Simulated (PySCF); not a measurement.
This script is equivalent to a calculation on Ar²⁺ (argon, charge +2).

```python
from pyscf import gto, scf, dft, mp, cc
import basis_set_exchange as bse
mol = gto.M(atom="Ar 0 0 0", charge=2, spin=2, symmetry="D2h",
            basis=gto.basis.parse(bse.get_basis("Sapporo-DZP-2012", elements=["Ar"], fmt="nwchem", header=False)),
            nucmod="G")
mf = scf.UHF(mol).sfx2c1e()
mf.irrep_nelec = {'Ag': (3, 3), 'B1u': (2, 1), 'B2u': (2, 2), 'B3u': (2, 1)}
mf.kernel()
```

Problem. What total energy does it give?

Solution. -526.84428 hartree (calculated).

Problem. Which occupied shell lies highest, and where?

Solution. 3p β, at -40.342 eV.

Problem. What is ⟨S²⟩, and what would a pure spin state give?

Solution. 2.008, against 2.00.
